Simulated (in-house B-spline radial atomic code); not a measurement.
## Binding energies in Kr3+

NIST's tabulated ground configuration is [Ar] 3d10 4s2 4p3; each binding energy is the energy of the ion with one electron taken from that subshell, relaxed, less that of the parent. Computed with a radial B-spline atomic code at the basis-set limit: Dirac-Hartree-Fock, average of configuration, Fermi nucleus of rms radius 4.1884 fm. Energies include first-order Breit, QED and recoil terms.

```csv
subshell,X-ray name,binding energy (eV),-ε (eV),relaxation (eV)
1s,K,14370.9,14454.9,51.1
2s,L1,1974.7,2002.3,24.7
3s,M1,339,345.9,6.5
3d3/2,M4,136.4,143.2,6.7
3d5/2,M5,135.2,141.8,6.6
4s,N1,65.67,66.31,0.59
4p,"N2,3",48.87,49.34,0.46
```

Relaxation = -ε minus the binding energy without Breit, QED and recoil terms.

Task: What does it cost to remove two 2s electrons?

Result: 4036.8 eV, which is 87.33 eV more than the two single binding energies together.

Task: What does it cost to remove both a 4s and a 4p electron?

Result: 127.66 eV, which is 13.11 eV more than the two single binding energies together.

Task: What does it cost to remove both a 3d5/2 and a 4p electron?

Result: 200.84 eV, which is 16.79 eV more than the two single binding energies together.
